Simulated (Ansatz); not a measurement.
Several settings on one geometry of the cluster Cs3H4⁻ (the lowest singlet isomer of a short search) (that of the charge -1 singlet, PBE-D4/def2-TZVPD). Ansatz on 4 threads of Arm Neoverse V2 on a shared host; times are rough.

```csv
atom,x (Å),y (Å),z (Å)
Cs1,-0.721,-1.040,-2.131
Cs2,-0.276,2.445,0.311
Cs3,0.393,-1.438,1.980
H4,0.841,-2.808,-0.500
H5,-1.668,-0.096,0.443
H6,0.069,1.700,-2.436
H7,1.361,1.238,2.333
```

Totals from different functionals, basis sets or treatments of relativity can't be compared as stabilities.

In the def2 sets Cs takes a core potential; there is no spin–orbit coupling. A multiply charged anion in the gas phase is held together partly by the finite basis.

The spins typed aren't always the lowest for that charge.

Task: Give the basis size and estimate the energy, ⟨S²⟩ and time of these runs.

```tsv
run	method	charge	state	further keys
1	UKS ωB97/def2-TZVPD	0	doublet	final_grid: {core_spheres: 5, valence_spheres: 4, degree: 11}; scf: {lower_state_search: full}; forces asked
2	UKS B97M-V/def2-TZVPD	-2	doublet	scf: {lower_state_search: off}; forces asked
3	RKS LDA (SPW92)/def2-SVP	-1	singlet	scf: {lower_state_search: off}
4	RKS r2SCAN-D3(BJ)-ATM/def2-SVPD	-1	singlet	scf: {omitted_lower_state_checks: [starts]}; forces asked
```

Result: 
```json
{"run": "1", "functions": "132", "energy (Eh)": "-62.6905", "⟨S²⟩": "0.76", "wall time": "56 s"}
{"run": "2", "functions": "132", "energy (Eh)": "-62.7973", "⟨S²⟩": "0.77", "wall time": "32 s"}
{"run": "3", "functions": "92", "energy (Eh)": "-62.5261", "⟨S²⟩": "–", "wall time": "0.45 s"}
{"run": "4", "functions": "113", "energy (Eh)": "-62.8054", "⟨S²⟩": "–", "wall time": "5 s"}
```

The highest occupied level of an anion often lies above zero with these methods, and sets without diffuse functions describe the outer electron poorly.
